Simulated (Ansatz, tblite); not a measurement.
Compound nanocrystal family: gap (eV) at several levels, gas phase, relaxed structures; Ansatz, xTB through tblite. Core potentials for In, Sb in the def2 sets, no spin–orbit coupling. Levels of anions in sets without diffuse functions are rough. A dash marks a value that wasn't run or was left out as unsound. The structures are stationary points that may keep the symmetry of their start.

```json
{"species": "Al3P3H12, cut from zinc blende, rod", "state": "singlet", "geometry": "PBE-D4/def2-SVP", "GFN2-xTB": "3.51", "PBE-D4/def2-SVP": "5.01", "PBE-D4/def2-TZVP": "4.68", "PBE0-D4/def2-SVP": "6.97", "PBE0-D4/def2-TZVP": "6.62"}
{"species": "Ga5As4H16⁻, cut from zinc blende", "state": "singlet", "geometry": "PBE-D4/def2-SVP", "GFN2-xTB": "4.04", "PBE-D4/def2-SVP": "4.28", "PBE-D4/def2-TZVP": "4.22", "PBE0-D4/def2-SVP": "6.04", "PBE0-D4/def2-TZVP": "5.96"}
{"species": "In11As10H28⁻, cut from wurtzite", "state": "singlet", "geometry": "PBE-D4/def2-SVP", "GFN2-xTB": "2.93", "PBE-D4/def2-SVP": "3.27", "PBE-D4/def2-TZVP": "3.23", "PBE0-D4/def2-SVP": "4.86", "PBE0-D4/def2-TZVP": "4.81"}
{"species": "Ga5P4H16⁻, cut from zinc blende", "state": "singlet", "geometry": "PBE-D4/def2-SVP", "GFN2-xTB": "3.69", "PBE-D4/def2-SVP": "4.58", "PBE-D4/def2-TZVP": "4.31", "PBE0-D4/def2-SVP": "6.44", "PBE0-D4/def2-TZVP": "6.13"}
{"species": "In5P4H16⁻, cut from zinc blende", "state": "singlet", "geometry": "PBE-D4/def2-SVP", "GFN2-xTB": "3.80", "PBE-D4/def2-SVP": "4.34", "PBE-D4/def2-TZVP": "4.24", "PBE0-D4/def2-SVP": "6.03", "PBE0-D4/def2-TZVP": "5.89"}
{"species": "Al7P8H24⁺, cut from zinc blende, disc", "state": "singlet", "geometry": "r2SCAN-D4/def2-SVP", "GFN2-xTB": "3.23", "PBE-D4/def2-SVP": "4.28", "PBE-D4/def2-TZVP": "4.15", "PBE0-D4/def2-SVP": "6.25", "PBE0-D4/def2-TZVP": "6.10"}
{"species": "Ga4Sb4H14, cut from wurtzite", "state": "singlet", "geometry": "PBE-D4/def2-SVP", "GFN2-xTB": "–", "PBE-D4/def2-SVP": "3.93", "PBE-D4/def2-TZVP": "3.88", "PBE0-D4/def2-SVP": "5.57", "PBE0-D4/def2-TZVP": "5.51"}
```

(1) Estimate the column for r2SCAN-D4/def2-TZVP.

(1) Al3P3H12, cut from zinc blende, rod 5.13; Ga5As4H16⁻, cut from zinc blende 4.62; In11As10H28⁻, cut from wurtzite 3.64; Ga5P4H16⁻, cut from zinc blende 4.70; In5P4H16⁻, cut from zinc blende 4.70; Al7P8H24⁺, cut from zinc blende, disc 4.58; Ga4Sb4H14, cut from wurtzite 4.24.
